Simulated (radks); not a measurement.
Q: All-electron atom: In VI in [Kr] 4d8 (the NIST ground configuration). Calculated with a radial shooting solver on a logarithmic mesh with Libxc functionals: scalar-relativistic Kohn-Sham, LDA (Slater exchange, Perdew-Wang correlation), spin-polarised, spherical densities, finite nucleus; open shells are filled with parallel spins first (spin-orbit coupling, left out, can overturn this in heavy ions); Fermi nuclear charge, rms radius 4.6156 fm. Some entries of the table are withheld. Estimate them.

orbital  occ.  eigenvalue (hartree)  <1/r> (bohr^-1)
1s up       1             -1021.285            51.80
1s down     1             -1021.285            51.80
2s up       1             -155.1834            11.80
2s down     1             -155.1642            11.80
2p up       3             -139.6446            11.37
2p down     3             -139.6293            11.38
3s up       1             -31.52401            4.176
3s down     1             -31.51074            4.176
3p up       3             -26.43529            3.980
3p down     3             -26.42096            3.980
3d up       5             -18.51321              (1)
3d down     5             -18.49436              (2)
4s up       1              -6.92080            1.656
4s down     1              -6.85589            1.657
4p up       3              -5.37514            1.509
4p down     3              -5.30999            1.509
4d up       5                   (3)            1.233
4d down     3                   (4)            1.229

A: 
(1) 3d up <1/r> (bohr^-1): 3.754
(2) 3d down <1/r> (bohr^-1): 3.754
(3) 4d up eigenvalue (hartree): -3.10413
(4) 4d down eigenvalue (hartree): -3.04204
